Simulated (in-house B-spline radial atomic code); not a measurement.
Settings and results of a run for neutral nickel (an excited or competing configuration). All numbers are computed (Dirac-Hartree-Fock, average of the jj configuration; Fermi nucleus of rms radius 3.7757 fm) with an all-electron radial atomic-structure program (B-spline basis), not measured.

In the input, a minus or plus after the letter marks the j = l - 1/2 or j = l + 1/2 subshell.

Command:
```bash
python run_scf.py task.json out
```
Settings (nuclear radius in fm, mass in u):
```
Z                28
configuration    1s2 2s2 2p6 3s2 3p-1 3p+4 3d-4 3d+4 4s2 6g+1
hamiltonian      dirac
method           hf
spin_polarised   False
nucleus          fermi
rms_radius       3.7757
atomic_mass      57.93534
speed_of_light   137.035999084
```

Output (hartree, bohr):
```
 radial grid: 95 intervals, B-splines of order 8, outer radius 245.7 bohr

 iter        energy (Eh)    residual
    1      -1513.8076827    4.09e-01
    2      -1514.8216749    2.27e-01
    3      -1516.1181374    2.71e-02
    4      -1516.1437042    5.41e-03
    5      -1516.1442134    2.20e-03
    6      -1516.1443231    8.26e-04
    7      -1516.1443444    7.00e-05
    8      -1516.1443446    6.74e-06
    9      -1516.1443446    4.13e-07
   10      -1516.1443446    5.84e-08

 total energy                    -1516.144345
 kinetic                           1541.49535
 electron-nucleus                 -3630.54324
 electron-electron                  572.90354

 first-order corrections (not in the total)
   Gaunt                            0.65706
   retardation                     -0.05890
   frequency dependence            -0.00185
   self-energy                      0.44136
   Uehling                         -0.03894
   Wichmann-Kroll                   0.00027
   recoil                           0.01093

 orbital      occ     eigenvalue          <r>       <r^2>       <1/r>       r_max    small
 1s1/2      2.000     -309.76586    0.0540516  0.00393004     28.0999     0.03541  1.02e-02
 2s1/2      2.000      -39.35867     0.243341   0.0699246     6.13398      0.2039  1.93e-03
 2p1/2      2.000      -34.23670     0.213199   0.0558978     6.04256      0.1633  1.89e-03
 2p3/2      4.000      -33.60614     0.215729    0.057047     5.93253      0.1656  1.87e-03
 3s1/2      2.000       -5.57001     0.733324    0.619205     1.92774      0.6371  4.20e-04
 3p1/2      1.000       -4.11254     0.761689    0.681773     1.80736      0.6413  3.81e-04
 3p3/2      4.000       -3.87070     0.773075    0.702204     1.76953      0.6487  3.69e-04
 3d3/2      4.000       -1.23262     0.905454     1.04519     1.44513      0.6249  2.62e-04
 3d5/2      4.000       -1.29438     0.896359      1.0184       1.451      0.6264  2.64e-04
 4s1/2      2.000       -0.61828      2.49785     7.13377    0.513069       2.094  4.13e-05
 6g9/2      1.000       -0.01389      43.9993     2177.94   0.0277787       46.75  3.70e-07
```

Run time, properties included: 10 s on 1 thread of Arm Neoverse N1, on a shared host.

For the Dirac Hamiltonian the kinetic term is c α·p + (β - 1)c².
